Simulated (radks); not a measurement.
Problem. All-electron atom: Rh+ in [Kr] 4d8. All-electron calculation, Dirac Kohn-Sham, SOGGA, spin-unpolarised, spherical densities, finite nucleus; open shells fill j = l - 1/2 first; Fermi nuclear charge, rms radius 4.4945 fm. Program: a radial shooting solver on a logarithmic mesh with Libxc functionals. Some entries of the table are withheld. Estimate them.

orbital,occ.,eigenvalue (eV),<r^2> (bohr^2)
1s1/2,2,-23019.21,0.001439
2s1/2,2,-3342.832,0.02370
2p1/2,2,-3096.194,0.01778
2p3/2,4,-2951.704,0.01912
3s1/2,2,-603.2016,0.1748
3p1/2,2,(1),(2)
3p3/2,4,(3),(4)
3d3/2,4,-310.6044,0.1624
3d5/2,6,-305.7005,0.1653
4s1/2,2,-89.8809,1.092
4p1/2,2,(5),1.294
4p3/2,4,(6),1.373
4d3/2,4,-13.6836,2.876
4d5/2,4,-13.2816,2.962

Solution. 
(1) 3p1/2 eigenvalue (eV): -506.6357
(2) 3p1/2 <r^2> (bohr^2): 0.1709
(3) 3p3/2 eigenvalue (eV): -481.7756
(4) 3p3/2 <r^2> (bohr^2): 0.1804
(5) 4p1/2 eigenvalue (eV): -60.5881
(6) 4p3/2 eigenvalue (eV): -56.6911
